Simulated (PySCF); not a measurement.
4-methyl-2H-pyrrole (C5H7N), SMILES CC1=CCN=C1.

Geometry: B3LYP-D3(BJ)/def2-SVP. The values are those of a single conformer.

Calculation: PySCF with PBE0/def2-TZVP.

Computed frontier levels, gap, dipole moment and polarisability:
- highest occupied level = -7.09 eV
- lowest empty level = -0.87 eV
- orbital gap = 6.22 eV
- dipole moment = 2.35 D
- quadrupole, principal values (traceless, Buckingham form, about the centre of nuclear charge) = -6.79, -1.41, 8.20 D·Å
- mean static polarisability = 62.9 bohr³ (9.31 Å³)
- polarisability, principal values = 44.1, 63.9, 80.6 bohr³
